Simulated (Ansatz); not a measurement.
Molecule: GeF (charge 0, doublet). 
Coordinates optimised at B3LYP-D3(BJ)/def2-TZVP (Ansatz, a program for electronic structure):
```xyz
2

Ge     0.0000     0.0000    -0.3885
F      0.0000     0.0000     1.3814
```
Charge 0, spin multiplicity 2.

Quantity: atomisation energy (electronic, to ground-state atoms), in kcal/mol. Valence correlation only, unless marked. UHF or UKS for open shells. No spin-orbit coupling. Frozen are the shells of the preceding noble gas and the d and f shells that filled before the atom's block. No relativistic terms. The coupled-cluster limit lacks core correlation, which all-electron functionals hold. CBS(X,Y): correlation extrapolated as X^-3; Hartree-Fock from the larger set (for Q and 5 zeta extrapolated as (X+1)exp(-9√X)).

```
level                         program  atomisation energy (kcal/mol)
---------------------  --------------  -----------------------------
PBE-D3(BJ)/def2-TZVPD  Ansatz + dftd3                          130.1
PBE0-D3(BJ)/def2-TZVP  Ansatz + dftd3                          120.7
```

Estimate the value at CCSD(T)/CBS(cc-pVQZ,cc-pV5Z) as computed with Ansatz.

124.5 kcal/mol, so PBE0-D3(BJ)/def2-TZVP differs from it by -3.8 kcal/mol.
